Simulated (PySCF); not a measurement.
Species: MgBr₂.
SMILES: `[Br][Mg][Br]`

The closed-shell ground state was solved at several levels (PySCF, density fitting, gas phase). Isolated species at its PBE0-D3(BJ)/def2-SVP geometry, gas phase. Relativistic effects, spin–orbit coupling among them, are left out although an element past zinc is present.

| level | basis functions | total energy (Eh) | HOMO (eV) | LUMO (eV) | gap (eV) | dipole (D) |
| --- | --- | --- | --- | --- | --- | --- |
| PBE0/pcSseg-1 | 98 | -5347.2763 | -8.30 | -1.91 | 6.39 | 0.11 |
| KT2/pcSseg-1 | 98 | -5369.4756 | -7.07 | -2.69 | 4.38 | 0.10 |

What might B3LYP/def2-SVPD (103 basis functions) give for the same quantities?

Total energy -5347.9312 Eh, HOMO -8.20 eV, LUMO -2.24 eV, gap 5.96 eV, dipole 0.10 D.

Over all these levels, which gives the widest orbital gap and which the narrowest?

PBE0/pcSseg-1 (global hybrid, 25 % exact exchange) has the widest, 6.39 eV, and KT2/pcSseg-1 (GGA) the narrowest, 4.38 eV. The two share the basis. From the narrowest to the widest the HOMO moves by -1.23 eV and the LUMO by +0.78 eV.

How far do the dipole and the HOMO energy spread over the levels?

The dipole runs from 0.10 to 0.11 D (mean 0.10 D) and the HOMO from -8.30 to -7.07 eV.
